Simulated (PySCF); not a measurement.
**Mo²⁺ (molybdenum, charge +2) across methods**

[Kr] 4d3 5s1, 5s spin antiparallel (an excited configuration). Computed with PySCF 2.14 in def2-QZVPPD with the def2 core potential (28 electrons) (7s5p4d3f2g, 81 functions), with a scalar-relativistic core potential.

| method | E (hartree) | mean ε 4p β (eV) | mean ε 4d α (eV) | mean ε 5s β (eV) | Σ⟨r²⟩ (bohr²) | ⟨S²⟩ |
| --- | --- | --- | --- | --- | --- | --- |
| UHF | -66.59856 | -68.221 | -30.974 | -21.148 | 32.52 | 3.005 |
| PW91 | -67.0991 | -60.268 | -24.732 | -19.170 | 32.10 | 3.001 |
| PBEsol | -66.9423 | -60.058 | -24.568 | -19.160 | 32.13 | 3.001 |
| M06-2X | -66.9782 | -64.631 | -27.920 | -20.800 | 32.23 | 3.001 |
| MN15 | -66.9261 | -63.232 | -26.688 | -20.428 | 32.31 | 3.000 |
| r2SCAN | -67.0867 | -60.950 | -25.170 | -19.237 | 32.16 | 3.002 |
| PBE0 | -67.0550 | -62.532 | -26.408 | -19.779 | 32.10 | 3.001 |
| LDA | -66.8764 | -60.125 | -24.609 | -19.432 | 32.16 | 3.000 |
| PBE | -67.0654 | -60.189 | -24.659 | -19.088 | 32.11 | 3.001 |

Energies and moments cover only the electrons outside the core potential. With the s spin flipped the determinant is a mixture of two multiplicities, not a spectroscopic state.
